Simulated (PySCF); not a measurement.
## Nuclear quadrupole coupling in `C=C([S-])C(F)(F)F`

Compound: C3H2F3S (charge -1).
Geometry (GFN2-xTB, dihedral held, Å), atoms numbered from 1 in this order:
```xyz
9
C3H2F3S angstrom
C     -0.6609   -1.2224    0.0287
C     -0.5157    0.0761    0.3586
S     -1.5268    1.0094    1.3512
C      0.6882    0.7605   -0.2204
F      1.8654    0.1757    0.1568
F      0.8446    2.0577    0.0693
F      0.7279    0.7039   -1.5860
H      0.0469   -1.7227   -0.6128
H     -1.4936   -1.7888    0.4026
```

Field gradients from the PBE0/pcSseg-1 density (PySCF, non-relativistic), principal values in atomic units, ordered |Vxx| ≤ |Vyy| ≤ |Vzz|:

```json
{"atom": "S3", "Vxx": "-0.4854", "Vyy": "-1.9250", "Vzz": "2.4104"}
```

Find the asymmetry η = (Vxx − Vyy)/Vzz and the couplings χ = eQV/h (234.96 MHz × Q in barn × V in au), with Q(33S) = −0.0678 b.

```json
{"atom": "S3", "environment": "sulfur bonded to C", "nucleus": "33S", "η": "0.60", "χzz (MHz)": "-38.40", "χxx (MHz)": "7.73", "χyy (MHz)": "30.67"}
```

What is Vzz at S3 in SI units (1 au = 9.71736 × 10²¹ V/m²)?

2.4104 au = 23.423 × 10²¹ V/m².

What couplings would deuterons (Q(2H) = 0.00286 b) have in place of the hydrogens, at this geometry?

| atom | bonded to | bond length (Å) | Vzz (au) | η | χzz (kHz) |
| --- | --- | --- | --- | --- | --- |
| H8 | C1 | 1.078 | 0.3448 | 0.12 | 232 |
| H9 | C1 | 1.074 | 0.3535 | 0.08 | 238 |

The geometry is a constrained GFN2-xTB structure with the dihedral S3–C2–C4–F5 held at 120°, isolated molecule; it need not be a minimum. The pcSseg-1 basis has no diffuse functions, a weakness for an anion. GFN2-xTB bond lengths can be off by several hundredths of an ångström, more for odd bonds, and the gradients follow them. These gradients aren't converged with respect to the basis.
